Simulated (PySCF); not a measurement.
CH6OSi, SMILES [SiH3]CO at its B3LYP/def2-SVP optimised geometry (Å):

```
9

O      1.6641    -0.9564     0.0000
C      0.2408    -0.9564     0.0000
Si    -0.4727     0.8140     0.0000
H      1.9657    -0.5754    -0.8352
H     -0.1818    -1.5499    -0.8375
H     -0.0765    -1.4735     0.9214
H      0.0585     1.5358    -1.1973
H     -1.9657     0.7989    -0.0696
H     -0.0402     1.5499     1.2219
```

Calculation: B3LYP/def2-TZVP in PySCF.

Map of the Laplacian of the electron density (e/bohr⁵), clipped to [-1.50, 1.50] on the plane z = 1.0 Å:

```
|@@@@@@@@@@@@@@@@@@@@@@@@@@@|
|@@@@@@@@@@@@@@@@@@@@@@@@@@@|
|@@@@@@@@@@@@@@@@@@@@@@@@@@@|
|@@@@@@@@@@@@@@@@@@@@@@@@@@@|
|@@@@@@@@@@@@@@@@@@@@@@@@@@@|
|@@@@@@@@@@@@@@@@@@@@@@@@@@@|
|@@@@@@@@@@@@@@@@@@@@@@@@@@@|
|@@@@@@@@@@@@%%@@@@@@@@@@@@@|
|@@@@@@@@@@@%* %@@@@@@@@@@@@|
|@@@@@@@@@@@%#*%@@@@@@@@@@@@|
|@@@@@@@@@@@@%%@@@@@@@@@@@@@|
|@@@@@@@@@@@@@@@@@@@@@@@@@@@|
|@@@@@@@@@@@@@@@@@@@@@@@@@@@|
|@@@@@@@@@@@@@@@@@@@@@@@@@@@|
|@@@@@@@@@@@@@@@@@@@@@@@@@@@|
|@@@@@@@@@@@@@@@@@@@@@@@@@@@|
|@@@@@@@@@@@@@@@@@@@@@@@@@@@|
|@@@@@@@@@@@@%=@@@@@@@@@@@@@|
|@@@@@@@@@@@@* @@@@@@@@@@@@@|
|@@@@@@@@@@@@@@@@@@@@@@@@@@@|
|@@@@@@@@@@@@@@@@@@@@@@@@@@@|
|@@@@@@@@@@@@@@@@@@@@@@@@@@@|
|@@@@@@@@@@@@@@@@@@@@@@@@@@@|
|@@@@@@@@@@@@@@@@@@@@@@@@@@@|
|@@@@@@@@@@@@@@@@@@@@@@@@@@@|
|@@@@@@@@@@@@@@@@@@@@@@@@@@@|
|@@@@@@@@@@@@@@@@@@@@@@@@@@@|
```
Scale: ten equal steps from -1.50 (start of ' ') to 0.155 (end of '@'), in the order ' .:-=+*#%@'; x runs from -4.00 to 4.00, y from -4.00 (bottom) to 4.00 (top).
